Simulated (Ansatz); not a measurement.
# SiH4 ··· GeH4

The pair of SiH4 (SMILES [SiH4], atoms 1–5) and GeH4 (SMILES [GeH4], atoms 6–10), both closed shells, in one local arrangement (a lower one may exist), relaxed at PBE0-D4/def2-TZVP:

Si1  (0.118, 0.034, -2.057)
H2  (-0.004, -1.370, -1.592)
H3  (-0.254, 0.115, -3.493)
H4  (1.517, 0.498, -1.880)
H5  (-0.794, 0.897, -1.263)
Ge6  (-0.119, -0.035, 2.058)
H7  (-1.273, -0.852, 1.465)
H8  (0.308, -0.645, 3.400)
H9  (-0.572, 1.415, 2.274)
H10  (1.072, -0.057, 1.089)
(Å)

Program: Ansatz 0.2.0. Basis: def2-TZVPPD, with def2-QZVPPD for the basis limit. Cores are frozen in the correlated methods. Filled d shells of the heavier atoms are correlated. The def2 sets are not built for correlating such inner shells, so the correlated values are less sure here. B3LYP uses VWN-RPA correlation. Extrapolation: Hartree–Fock as exp(−7.88 √X), correlation as X^−2.97. Interaction energies count from these two fragments, frozen as in the pair, with the counterpoise correction; negative means bound.

Q: What is the interaction energy by CCSD(T) at an estimated basis limit (MP2 extrapolated from triple and quadruple zeta, plus CCSD(T) − MP2 in triple zeta)? (Judge from chemistry; the value comes from the calculation.)

A: By the calculation: -4.2 kJ/mol. Hartree–Fock alone gives 3.4 kJ/mol at the basis limit, so without correlation the pair would not bind at this distance. It counts from the two fragments frozen as in the pair.

The same quantity by other methods in triple zeta, and each one's difference from that estimate:
```tsv
method	E_int (kJ/mol)	difference
PBE-D4	-5.3	-1.1
revPBE-D4	-4.5	-0.3
BLYP-D4	-3.9	0.4
r2SCAN-D4	-3.5	0.8
B97M-V	-3.9	0.3
PBE0-D4	-4.9	-0.7
B3LYP-D4	-4.4	-0.1
HSE06-D4	-4.9	-0.7
wB97X-V	-4.2	0.1
wB97M-V	-4.2	0.0
B2PLYP	0.4	4.6
HF	3.4	7.7
MP2	-3.1	1.2
CCSD	-2.3	1.9
CCSD(T)	-3.2	1.0
```
Differences are method less estimate.

Q: Which atoms make the shortest contact between the fragments?

A: H4 and H10, 3.05 Å apart.

Basis-set superposition shift (counterpoise-corrected less uncorrected): CCSD(T) 2.0; MP2 2.0; HF 0.4; PBE0-D4 0.3; wB97M-V 0.4 kJ/mol.

T1 diagnostic: at most 0.012.

For scale, one of the runs: CCSD(T)/def2-TZVPPD, 238 basis functions, launched by `ansatz run in.yaml --threads 4 --pin off --events-out ev --progress --plain --max-ram 9574MiB`. The run took 21 s on 4 CPU threads of an AMD EPYC 9R45 (shared host), with 4.1 GiB of host memory at its peak.
